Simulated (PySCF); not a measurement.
# Dipole response of Te (tellurium, neutral)

[Kr] 4d10 5s2 5p3 6s1, high-spin 5S determinant (an excited configuration). Calculation: PySCF 2.14, in aug-cc-pVQZ-PP with ECP28MDF (7s7p5d3f2g, 92 functions); a scalar-relativistic core potential. Coupled (time-dependent) response in atomic units; α is the mean over directions.

```
 method  mean α (bohr³)  C₆ (like pair)   S(−4)
r2SCANh           527.9           10010  260600
```

S(−4) is the Cauchy moment in α(ω) = α(0) + S(−4) ω² + …

α(iu) at r2SCANh:

| u (hartree) | α(iu) (bohr³) |
| --- | --- |
| 0 | 527.9 |
| 0.0500 | 243.1 |
| 0.100 | 103.7 |
| 0.200 | 42.41 |
| 0.300 | 26.75 |
| 0.500 | 14.96 |
| 0.750 | 8.915 |
| 1.00 | 5.980 |
| 1.50 | 3.325 |
| 2.00 | 2.177 |
| 3.00 | 1.184 |
| 5.00 | 0.5213 |

Energies and moments cover only the electrons outside the core potential. The outer electron is Rydberg-like, and this basis confines it to a smaller radius and binds it less than a complete one would.
